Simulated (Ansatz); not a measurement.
The same substitution along the group F, Cl, Br, I.

Calculated with Ansatz (gas phase, PBE0-D4/def2-TZVP geometries, no zero-point term in ΔE). CBS: MP2 limit from def2 TZ/QZ plus the TZ coupled-cluster correction, frozen cores. This one scheme is used for every species. DFT in def2-TZVPP. B3LYP here is the variant with VWN-RPA as its local correlation; programs differ in this. Elements past krypton have def2 core potentials. For Br, I outer-core shells are correlated without core-valence functions, which leaves a few kJ/mol of doubt a bond. Scalar relativity is left out up to krypton. Each species was taken in one conformer, which may not be the lowest.

| reaction | B3LYP-D4 (eV) | CCSD/CBS(def2) (eV) | PBE-D4 (eV) | CCSD(T)/CBS(def2) (eV) |
| --- | --- | --- | --- | --- |
| `F[SiH2]C[SiH3]` + `O[SiH2]S` → `O[SiH2]SC[SiH3]` + `F[SiH3]` | 0.77 | 0.82 | 0.78 | 0.80 |
| `[SiH3]C[SiH2]Cl` + `O[SiH2]S` → `O[SiH2]SC[SiH3]` + `[SiH3]Cl` | 0.77 | 0.82 | 0.77 | 0.80 |
| `[SiH3]C[SiH2]Br` + `O[SiH2]S` → `O[SiH2]SC[SiH3]` + `[SiH3]Br` | 0.76 | 0.82 | 0.77 | 0.80 |
| `[SiH3]C[SiH2]I` + `O[SiH2]S` → `O[SiH2]SC[SiH3]` + `[SiH3]I` | 0.76 | 0.81 | 0.76 | 0.80 |

Largest T1 diagnostic: 0.012, for `O[SiH2]SC[SiH3]`.
